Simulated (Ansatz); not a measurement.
Cost and result for the atomization energy of `CO[SiH2][SnH3]` (12 atoms, 11 bonds).

| atom | x (Å) | y (Å) | z (Å) |
| --- | --- | --- | --- |
| C1 | 1.526 | 0.402 | 1.280 |
| O2 | 0.547 | -0.606 | 1.357 |
| Si3 | -0.198 | -1.229 | 0.028 |
| Sn4 | -1.498 | 0.564 | -1.286 |
| H5 | 2.389 | 0.081 | 0.685 |
| H6 | 1.123 | 1.322 | 0.838 |
| H7 | 1.866 | 0.626 | 2.292 |
| H8 | -1.119 | -2.277 | 0.531 |
| H9 | 0.803 | -1.853 | -0.888 |
| H10 | -0.470 | 1.800 | -1.870 |
| H11 | -2.700 | 1.308 | -0.327 |
| H12 | -2.269 | -0.138 | -2.641 |

Total charge 0; spin multiplicity 1. Correlated methods include outer-core shells of Sn, which these sets cover unevenly. Sn takes the def2 core potential. All single points use the PBE0-D4/def2-TZVP geometry. It is one conformer, not always the lowest. Program: Ansatz. All runs use 4 threads of an Arm Neoverse V2 on a shared host. Times are those of one run each, without the atoms' runs, and a repeat can differ threefold. Electronic energies, without spin–orbit coupling; frozen cores. CCSD(T)/CBS adds CCSD(T) − MP2 in def2-TZVPP to the MP2 limit, and its time is that of the two runs behind it. T1 = 0.013. With those shells the extrapolation isn't a true limit. B3LYP takes the VWN-RPA correlation (the form of Gaussian; ORCA's B3LYP/G).

CCSD(T)/CBS is a level of theory with its own doubt, some kJ/mol a heavy atom from the limit and from the frozen cores, so smaller differences don't rank the functionals.

| level | functions | wall time |
| --- | --- | --- |
| PBE-D4/def2-TZVPP (with forces) | 266 | 2.4 s |
| PBE0-D4/def2-TZVPP | 266 | 2.9 s |
| B3LYP-D4/def2-TZVPP (with forces) | 266 | 4.4 s |
| r2SCAN-D4/def2-TZVPP (with forces) | 266 | 4.6 s |
| B2PLYP/def2-TZVPP | 266 | 5.5 s |
| ωB97X-V/def2-TZVPP | 266 | 8 s |
| ωB97M-V/def2-TZVPP (with forces) | 266 | 11 s |
| MP2/def2-QZVPP | 506 | 19 s |
| CCSD(T)/def2-TZVPP | 266 | 3.4 min |
| CCSD(T)/CBS(def2) | – | 3.7 min |

(1) What atomization energy does each give, and how far from CCSD(T)/CBS? (Best estimate.)

Answers

(1) Ansatz gave: 
| level | atomization (kJ/mol) | difference from CCSD(T)/CBS | per bond |
| --- | --- | --- | --- |
| PBE-D4/def2-TZVPP (with forces) | 3746.5 | -21.5 | -2.0 |
| PBE0-D4/def2-TZVPP | 3709.3 | -58.7 | -5.3 |
| B3LYP-D4/def2-TZVPP (with forces) | 3741.2 | -26.8 | -2.4 |
| r2SCAN-D4/def2-TZVPP (with forces) | 3742.8 | -25.2 | -2.3 |
| B2PLYP/def2-TZVPP | 3691.9 | -76.1 | -6.9 |
| ωB97X-V/def2-TZVPP | 3775.8 | 7.8 | 0.7 |
| ωB97M-V/def2-TZVPP (with forces) | 3750.3 | -17.7 | -1.6 |
| MP2/def2-QZVPP | 3712.1 | -55.9 | -5.1 |
| CCSD(T)/def2-TZVPP | 3672.3 | -95.7 | -8.7 |
| CCSD(T)/CBS(def2) | 3768.0 | 0.0 | 0.0 |

In def2-TZVPP, CCSD(T) changes the Hartree–Fock value by +931.0 kJ/mol (the triples alone add +43.2 kJ/mol) and MP2 by +913.5 kJ/mol; breaking electron pairs costs correlation energy, which Hartree–Fock lacks. From PBE to PBE0 (25 % exact exchange), in def2-TZVPP and without D4, the atomization energy moves by −33.7 kJ/mol: exact exchange takes away binding that semilocal exchange gives to molecules. The D4 term adds +39.6 kJ/mol with B3LYP and +21.0 kJ/mol with PBE0; it sums over pairs of atoms, weighted by their polarisabilities, and B3LYP, whose exchange is more repulsive, gets the larger term.

Spin–orbit coupling would lower the free Sn atoms strongly, and the atomization energy with them, by more than many differences here. For some Ge, Se and Sn compounds the MP2-based and the directly extrapolated limit differ by 10 to 25 kJ/mol.
